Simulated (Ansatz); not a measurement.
A run for Ansatz (a quantum-chemistry and plane-wave program): R-B3LYP/def2-TZVPP on AsBH4O2 (SMILES OB(O)[AsH2]), a point of a torsion scan.

Ansatz 0.2 input:
```yaml
crystal:
  periodic: [false, false, false]
  atoms:
    - {symbol: O, position_ang: [-1.20256625, -1.17015183, 0.39869058]}
    - {symbol: B, position_ang: [-0.44145760, -0.10157844, 0.09703032]}
    - {symbol: O, position_ang: [-1.03649472, 1.12011156, 0.10783313]}
    - {symbol: As, position_ang: [1.50416864, -0.49522888, -0.39026229]}
    - {symbol: H, position_ang: [-2.12231121, -0.98502332, 0.60112228]}
    - {symbol: H, position_ang: [-0.49539214, 1.87822228, -0.10786051]}
    - {symbol: H, position_ang: [2.04363755, 0.34141269, 0.74507023]}
    - {symbol: H, position_ang: [1.56083034, -1.70219574, 0.48708978]}
basis:
  gaussian:
    orbitals: def2-TZVPP
hamiltonian:
  xc: {name: B3LYP}
scf: {lower_state_search: off}
```

The head of its log:

```
WARN ansatz: RAYON_NUM_THREADS=1 ignored (pool sized by the plan → 1); use --threads N
Functional definition: B3LYP
these checks for a lower state are left out or cut short: stability, starts, cluster_reference, orbital_swaps, neighbouring_geometries, increment
integrals: 0.11 GiB planned
1123 factors; their error is unknown
mean field: 0.98 GiB planned
mean field evaluation 1: about -65674.5304 eV, gradient 7.3e1 eV
mean field evaluation 2: about -65659.2445 eV, gradient 1.2e2 eV
```

Q: Give the final energy of this run.

A: -2413.8122 hartree.
